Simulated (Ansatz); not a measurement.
The same substitution along the group F, Cl, Br.

Gas-phase electronic energies from Ansatz, PBE0-D4/def2-TZVP geometries. CCSD(T)/CBS is the MP2 limit (def2-TZVPP, def2-QZVPP) plus CCSD(T) − MP2 in def2-TZVPP, frozen cores. This one scheme is used for every species. Functionals use def2-TZVPP. For Br outer-core shells are correlated without core-valence functions, which leaves a few kJ/mol of doubt a bond. Scalar relativity is left out up to krypton. Each species was taken in one conformer, which may not be the lowest.

```csv
reaction,r2SCAN-D4 (kcal/mol),CCSD(T)/CBS(def2) (kcal/mol)
`CO[Si](C)(N)F` + `NO` → `CON` + `C[Si](N)(O)F`,-4.5,-4.0
`CO[Si](C)(N)Cl` + `NO` → `CON` + `C[Si](N)(O)Cl`,-4.3,-3.5
`CO[Si](C)(N)Br` + `NO` → `CON` + `C[Si](N)(O)Br`,-4.5,-3.5
```

Largest T1 diagnostic: 0.011, for `CO[Si](C)(N)F`.
